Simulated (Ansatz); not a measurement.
Two isomers of C2H8B2: A = `BBCC`, B = `BCBC`.

Calculated with Ansatz (gas phase, PBE0-D4/def2-TZVP geometries, no zero-point term in ΔE). CCSD(T)/CBS is the MP2 limit (def2-TZVPP, def2-QZVPP) plus CCSD(T) − MP2 in def2-TZVPP, frozen cores. DFT in def2-TZVPP. B3LYP here is the variant with VWN-RPA as its local correlation; programs differ in this. Each species was taken in one conformer, which may not be the lowest.

Which isomer does CCSD(T)/CBS put lower? Give the gap. (An estimate is asked.)

The calculation gave: B, by 20.4 kcal/mol.

Give E(B) − E(A) in kcal/mol with PBE-D4, CCSD(T)/def2-SVP, PBE0-D4, MP2/def2-TZVPP, B2PLYP, B3LYP-D4, r2SCAN-D4. (Best estimate.)

Ansatz gave: PBE-D4 -19.0, CCSD(T)/def2-SVP -19.9, PBE0-D4 -19.5, MP2/def2-TZVPP -22.1, B2PLYP -20.2, B3LYP-D4 -19.3, r2SCAN-D4 -20.1. None reverses the order clearly.

Does the order hold for the free energy at 298.15 K (harmonic terms from PBE0-D4)? (Estimate.)

Ansatz gave: Yes: G(B) − G(A) = -20.6 kcal/mol, for one conformer each. Modes under 60 cm⁻¹, often nearly free rotors, make the harmonic entropy too high.

Largest T1 diagnostic: 0.011.

Leaving LDA and LC-ωPBE aside and taking each functional with its dispersion term where it has one, the values, not all of them listed here, spread over 2.1 kcal/mol, from ωB97M-V to revPBE-D4. LDA lies −1.2 kcal/mol from PBE without D4. From BLYP to BHLYP (50 % exact exchange), in def2-TZVPP and without D4, E(B) − E(A) moves by −1.0 kcal/mol.
